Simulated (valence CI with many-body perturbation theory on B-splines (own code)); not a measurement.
## Lu³⁰⁺: E2, M1 decay

Level of theory: valence CI with perturbative core correlation (CI+MBPT): five valence electrons over a frozen Dirac-Fock core [Kr], a basis of 7 s, 7 p, 8 d, 6 f, 4 g, 1 h functions for each j, with the one-electron correlation potential Σ1 (screened to all orders), the two-electron term Σ2, the three-electron term Σ3, Breit, model QED; selected single and double excitations, second order for the rest (own B-spline code, finite nucleus).

No measured spectrum was set against this ion. As an estimate, large intervals hold to a few tenths of a per cent, small ones and those within an open d or f shell to about a per cent. Only levels of the ground parity were solved; by the run's estimate the other parity begins above the list, which can be wrong where configurations are misplaced.

Lines 51 to 100 of 120 in falling wavelength, among levels below 501910 cm⁻¹, chosen from the decays that carry over 1 % of a level's rate. Wavelengths and rates use the calculated energies. Electric multipoles are in the length gauge, E1 and E2 with the static RPA response of the core. S is in atomic units (e²a₀⁴ for E2 and M2, e²a₀⁶ for E3), for M1 in squared Bohr magnetons. Weak lines are less certain than strong ones. Lines between different terms over intervals too small for the method are left out, as are lines whose strength nearly cancels.

Levels are named by their leading jj configuration (3d3/2^4 stands for four electrons in 3d with j = 3/2), which in mixed levels can hold well under half, so a name can repeat and another be missing. Letters in brackets count levels of one name in rising energy.

| λ vac (Å) | Upper | Lower | Type | A (s⁻¹) | S (a.u.) |
| --- | --- | --- | --- | --- | --- |
| 908.0 | (4d3/2^2 4d5/2^3) J=5/2 [c] | (4d3/2^3 4d5/2^2) J=7/2 [b] | M1 | 9.63e+03 | 1.60e+00 |
| 897.9 | (4d3/2^2 4d5/2^3) J=13/2 | (4d3/2^3 4d5/2^2) J=11/2 | M1 | 3.57e+03 | 1.34e+00 |
| 897.3 | (4d3/2^3 4d5/2^2) J=3/2 [b] | (4d3/2^3 4d5/2^2) J=5/2 [a] | M1 | 9.58e+02 | 1.03e-01 |
| 891.5 | (4d3/2^3 4d5/2^2) J=7/2 [a] | (4d3/2^4 4d5/2) J=5/2 | M1 | 9.80e+03 | 2.06e+00 |
| 891.0 | (4d3/2^2 4d5/2^3) J=5/2 [a] | (4d3/2^3 4d5/2^2) J=5/2 [a] | M1 | 4.35e+04 | 6.84e+00 |
| 889.6 | (4d3/2^2 4d5/2^3) J=3/2 [c] | (4d3/2^2 4d5/2^3) J=3/2 [a] | M1 | 1.37e+03 | 1.43e-01 |
| 876.5 | (4d3/2^2 4d5/2^3) J=5/2 [d] | (4d3/2^2 4d5/2^3) J=5/2 [b] | M1 | 4.51e+03 | 6.75e-01 |
| 864.6 | (4d3/2^3 4d5/2^2) J=3/2 [a] | (4d3/2^4 4d5/2) J=5/2 | M1 | 2.78e+04 | 2.66e+00 |
| 860.1 | (4d3/2^2 4d5/2^3) J=3/2 [a] | (4d3/2^3 4d5/2^2) J=3/2 [a] | M1 | 2.36e+04 | 2.23e+00 |
| 847.4 | (4d3/2^2 4d5/2^3) J=5/2 [d] | (4d3/2^2 4d5/2^3) J=3/2 [a] | M1 | 7.55e+02 | 1.02e-01 |
| 838.9 | (4d3/2^2 4d5/2^3) J=3/2 [c] | (4d3/2^2 4d5/2^3) J=1/2 [a] | M1 | 1.52e+03 | 1.33e-01 |
| 832.0 | (4d3/2^2 4d5/2^3) J=5/2 [b] | (4d3/2^3 4d5/2^2) J=3/2 [a] | M1 | 3.87e+03 | 4.96e-01 |
| 823.1 | (4d3/2 4d5/2^4) J=11/2 | (4d3/2^2 4d5/2^3) J=13/2 | M1 | 6.92e+03 | 1.72e+00 |
| 818.7 | (4d3/2^2 4d5/2^3) J=7/2 [b] | (4d3/2^3 4d5/2^2) J=5/2 [b] | M1 | 4.82e+02 | 7.84e-02 |
| 809.3 | (4d3/2^2 4d5/2^3) J=9/2 [b] | (4d3/2^3 4d5/2^2) J=9/2 | M1 | 2.10e+04 | 4.13e+00 |
| 808.5 | (4d3/2^2 4d5/2^3) J=5/2 [b] | (4d3/2^3 4d5/2^2) J=7/2 [a] | M1 | 8.06e+03 | 9.48e-01 |
| 799.7 | (4d3/2 4d5/2^4) J=7/2 [a] | (4d3/2^2 4d5/2^3) J=9/2 [a] | M1 | 2.09e+04 | 3.17e+00 |
| 796.0 | (4d3/2^2 4d5/2^3) J=3/2 [b] | (4d3/2^3 4d5/2^2) J=1/2 | M1 | 2.85e+03 | 2.13e-01 |
| 794.7 | (4d3/2^2 4d5/2^3) J=5/2 [c] | (4d3/2^3 4d5/2^2) J=5/2 [b] | M1 | 4.83e+02 | 5.39e-02 |
| 778.2 | (4d3/2^2 4d5/2^3) J=7/2 [b] | (4d3/2^3 4d5/2^2) J=9/2 | M1 | 5.39e+03 | 7.53e-01 |
| 772.0 | (4d3/2 4d5/2^4) J=5/2 [a] | (4d3/2^2 4d5/2^3) J=5/2 [a] | M1 | 5.76e+04 | 5.90e+00 |
| 771.5 | (4d3/2^2 4d5/2^3) J=7/2 [c] | (4d3/2^3 4d5/2^2) J=7/2 [b] | M1 | 8.14e+03 | 1.11e+00 |
| 770.4 | (4d3/2^3 4d5/2^2) J=9/2 | (4d3/2^4 4d5/2) J=5/2 | E2 | 3.05e+00 | 7.39e-03 |
| 760.7 | (4d3/2^2 4d5/2^3) J=3/2 [b] | (4d3/2^3 4d5/2^2) J=5/2 [b] | M1 | 4.69e+03 | 3.06e-01 |
| 758.8 | (4d3/2^2 4d5/2^3) J=7/2 [a] | (4d3/2^3 4d5/2^2) J=5/2 [a] | M1 | 5.32e+03 | 6.89e-01 |
| 750.9 | (4d3/2 4d5/2^4) J=11/2 | (4d3/2^2 4d5/2^3) J=9/2 [a] | M1 | 8.87e+03 | 1.67e+00 |
| 745.6 | (4d3/2^2 4d5/2^3) J=9/2 [b] | (4d3/2^3 4d5/2^2) J=11/2 | M1 | 7.17e+03 | 1.10e+00 |
| 741.2 | (4d3/2 4d5/2^4) J=7/2 [a] | (4d3/2^2 4d5/2^3) J=7/2 [a] | M1 | 1.83e+04 | 2.21e+00 |
| 734.5 | (4d3/2^3 4d5/2^2) J=5/2 [b] | (4d3/2^4 4d5/2) J=5/2 | M1 | 2.39e+02 | 2.10e-02 |
| 724.7 | (4d3/2^2 4d5/2^3) J=1/2 [b] | (4d3/2^3 4d5/2^2) J=1/2 | M1 | 1.09e+04 | 3.07e-01 |
| 724.1 | (4d3/2 4d5/2^4) J=11/2 | (4d3/2^2 4d5/2^3) J=11/2 | M1 | 3.05e+04 | 5.16e+00 |
| 709.8 | (4d3/2^2 4d5/2^3) J=5/2 [d] | (4d3/2^2 4d5/2^3) J=7/2 [a] | M1 | 9.27e+02 | 7.37e-02 |
| 708.2 | (4d3/2^2 4d5/2^3) J=9/2 [b] | (4d3/2^3 4d5/2^2) J=7/2 [a] | M1 | 6.48e+03 | 8.53e-01 |
| 704.3 | (4d3/2^3 4d5/2^2) J=1/2 | (4d3/2^4 4d5/2) J=5/2 | E2 | 9.56e+00 | 2.96e-03 |
| 688.1 | (4d3/2^2 4d5/2^3) J=7/2 [c] | (4d3/2^3 4d5/2^2) J=5/2 [b] | M1 | 4.22e+03 | 4.08e-01 |
| 684.3 | (4d3/2^2 4d5/2^3) J=7/2 [b] | (4d3/2^3 4d5/2^2) J=7/2 [a] | M1 | 3.79e+02 | 3.60e-02 |
| 683.4 | (4d3/2^2 4d5/2^3) J=5/2 [c] | (4d3/2^3 4d5/2^2) J=3/2 [a] | M1 | 5.86e+03 | 4.16e-01 |
| 667.4 | (4d3/2^2 4d5/2^3) J=5/2 [c] | (4d3/2^3 4d5/2^2) J=7/2 [a] | M1 | 1.49e+04 | 9.83e-01 |
| 659.7 | (4d3/2^2 4d5/2^3) J=9/2 [c] | (4d3/2^3 4d5/2^2) J=7/2 [b] | M1 | 8.62e+03 | 9.17e-01 |
| 659.3 | (4d3/2^2 4d5/2^3) J=7/2 [c] | (4d3/2^3 4d5/2^2) J=9/2 | M1 | 8.96e+03 | 7.61e-01 |
| 658.5 | (4d3/2^3 4d5/2^2) J=7/2 [b] | (4d3/2^4 4d5/2) J=5/2 | M1 | 8.26e+02 | 7.00e-02 |
| 658.1 | (4d3/2^2 4d5/2^3) J=3/2 [b] | (4d3/2^3 4d5/2^2) J=3/2 [a] | M1 | 5.33e+03 | 2.25e-01 |
| 647.3 | (4d3/2 4d5/2^4) J=7/2 [a] | (4d3/2^2 4d5/2^3) J=5/2 [a] | M1 | 2.45e+03 | 1.97e-01 |
| 646.5 | (4d3/2^2 4d5/2^3) J=3/2 [a] | (4d3/2^3 4d5/2^2) J=5/2 [a] | M1 | 1.82e+04 | 7.28e-01 |
| 645.8 | (4d3/2^2 4d5/2^3) J=3/2 [c] | (4d3/2^2 4d5/2^3) J=5/2 [a] | M1 | 1.07e+03 | 4.26e-02 |
| 642.5 | (4d3/2^2 4d5/2^3) J=3/2 [c] | (4d3/2^3 4d5/2^2) J=3/2 [b] | M1 | 4.34e+03 | 1.71e-01 |
| 623.3 | (4d3/2^2 4d5/2^3) J=5/2 [d] | (4d3/2^2 4d5/2^3) J=5/2 [a] | M1 | 5.91e+03 | 3.18e-01 |
| 620.2 | (4d3/2^2 4d5/2^3) J=5/2 [d] | (4d3/2^3 4d5/2^2) J=3/2 [b] | M1 | 7.65e+03 | 4.06e-01 |
| 608.6 | (4d3/2^2 4d5/2^3) J=1/2 [b] | (4d3/2^3 4d5/2^2) J=3/2 [a] | M1 | 2.01e+04 | 3.37e-01 |
| 552.4 | (4d3/2^2 4d5/2^3) J=7/2 [b] | (4d3/2^3 4d5/2^2) J=5/2 [a] | M1 | 1.36e+02 | 6.81e-03 |
